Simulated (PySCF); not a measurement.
## A search over the determinants of BeS⁺

Unrestricted PBE0; PySCF, no relativity, basis sets Be aug-pcseg-1, S aug-pcseg-1. Outer shells of the fragments: Be+ 2s1; S 3s2 3p4.

Followed along the bond (rough minima from three points):

| 2Ms+1 | unpaired | ⟨S²⟩ at the start | R at minimum (Å) | Te (eV) |
| --- | --- | --- | --- | --- |
| 2 | π ↑ | 0.76 | 1.85 | 0.00 |
| 4 | σ ↑, π ↑↑ | 3.75 | none in the scan | ≤ 1.42 |
| 2 | σ ↓, π ↑↑ | 1.76 | none in the scan | ≤ 1.53 |

Solutions found at the starting distance of 2.045 Å, counted from the lowest of them; the search is not exhaustive and high or unbound solutions are not listed, so other states can lie among these:

```
2Ms+1   unpaired   term  E (eV)  ⟨S²⟩  ⟨Lz²⟩  μ (D)
    2        π ↑     ²Π    0.00  0.76   1.01  -8.23
    4  σ ↑, π ↑↑    ⁴Σ⁻    1.25  3.75   0.00  -1.75
    2  σ ↓, π ↑↑  mixed    1.35  1.76   0.00  -1.66
    2  σ ↑, π ↑↓  mixed    1.75  1.76   2.02  -1.70
    4  σ ↑↑, π ↑     ⁴Π    3.16  3.75   1.01  -1.95
    2        σ ↑  mixed    3.19  0.75   2.00  -1.64
    4      π ↑↑↑     ⁴Π    3.84  3.76   1.00  -3.87
    4  σ ↑, π ↑↑  mixed    5.61  3.75   2.01  -4.15
    4  σ ↑, π ↑↑  mixed    5.83  3.76   2.01  -4.19
    2        π ↑     ²Π    9.92  0.76   1.01   3.84
```

A term symbol is given only where ⟨S²⟩ and ⟨Lz²⟩ are close to those of a pure state; real π, δ and φ orbitals otherwise mix terms. A positive dipole points towards S; it is taken about the centre of mass and depends on that origin.

Counting both spins, an empty level lies below a filled one in some of these solutions, because spin and occupation are held.
